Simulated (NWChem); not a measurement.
# AlICl2; SMILES [Cl][Al]([Cl])[I]

Program: NWChem. All runs use the structure optimised with PBE0/def2-SVP. def2 effective core potentials on I; no spin-orbit coupling. Ions are spin-unrestricted doublets at the neutral geometry; other ion states weren't tried. Functional: LC-ωPBE (HJS hole) with def2-SVP; the question gives the range parameter ω in 1/bohr.

Question: Predict the results for range parameter (1/bohr) 0.15. Quantities: vertical ionisation energy, ΔSCF (eV); −ε(HOMO) (eV).

Answer: 
- vertical ionisation energy, ΔSCF (eV) = 10.18
- −ε(HOMO) (eV) = 9.03
